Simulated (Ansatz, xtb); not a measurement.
# Isomers of C7H4N2O in order of energy

10 gas-phase structures of C7H4N2O, from a drawn sample of its isomers (lower ones may exist). Each was relaxed with GFN2-xTB; where two conformers were screened, the lower at r2SCAN-D4/def2-SVP is listed:

A. `N#Cc1cccnc1C=O`, a singlet
B. `N#Cc1cncc(C=O)c1`, a singlet
C. `N#Cc1ncccc1C=O`, a singlet
D. `N#Cc1cccc(C=O)n1`, a singlet
E. `N#Cc1cnccc1C=O`, a singlet
F. `N#Cc1ccc(C=O)nc1`, a singlet
G. `N#Cc1ccncc1C=O`, a singlet
H. `N#Cc1ccc(C=O)cn1`, a singlet
I. `N#Cc1cc(C=O)ccn1`, a singlet
J. `N#Cc1ccnc(C=O)c1`, a singlet

Problem. Estimate their order in r2SCAN-D4/def2-SVP energy at these geometries, lowest first.

Solution. Calculated order at r2SCAN-D4/def2-SVP: F (0.000), D (0.049), J (0.052), B (0.072), H (0.097), A (0.113), E (0.121), C (0.126), G (0.145), I (0.149) eV. Less than 1 kcal/mol parts D and J; J and B; B and H; H and A; A and E; E and C; C and G; G and I, so the order within those pairs means little.

Energies above the lowest of each column, in eV; the last columns are at B3LYP/def2-SVP geometries and were run for some of them only (a dash: not run or not comparable):

| structure | GFN2-xTB | HF/STO-3G | r2SCAN-D4/def2-SVP | B3LYP/def2-SVP | CCSD(T)/def2-SVP + ΔMP2/def2-TZVPP |
| --- | --- | --- | --- | --- | --- |
| F | 0.000 | 0.000 | 0.000 | 0.000 | 0.000 |
| D | 0.072 | 0.006 | 0.049 | 0.040 | 0.039 |
| J | 0.042 | 0.017 | 0.052 | 0.044 | 0.029 |
| B | 0.009 | 0.051 | 0.072 | 0.069 | 0.058 |
| H | 0.063 | 0.062 | 0.097 | 0.095 | 0.096 |
| A | 0.060 | 0.074 | 0.113 | 0.132 | 0.123 |
| E | 0.026 | 0.095 | 0.121 | – | – |
| C | 0.070 | 0.089 | 0.126 | – | – |
| G | 0.039 | 0.110 | 0.145 | – | – |
| I | 0.101 | 0.078 | 0.149 | – | – |

Every level run on F puts it lowest or level with the lowest. CCSD(T)/def2-SVP + ΔMP2/def2-TZVPP orders those it was run on as F (0.000), J (0.029), D (0.039), B (0.058), H (0.096), A (0.123) eV. Less than 1 kcal/mol parts F and J; J and D; D and B; B and H; H and A, so the order within those pairs means little. Flexible structures stand in one conformer each, not always the lowest. Frequencies (GFN2-xTB) were run for A, B, D, F, H, J alone. ΔMP2 is the change of the MP2 energy from the smaller to the larger basis.

Over these structures GFN2-xTB departs from r2SCAN-D4/def2-SVP by 0.031 eV on average once a common shift is removed. A GFN2-xTB relaxation took about 0.091 s and the r2SCAN-D4/def2-SVP energy about 4.8 s on a shared host (Ansatz 0.2.0, xtb 6.7.1).
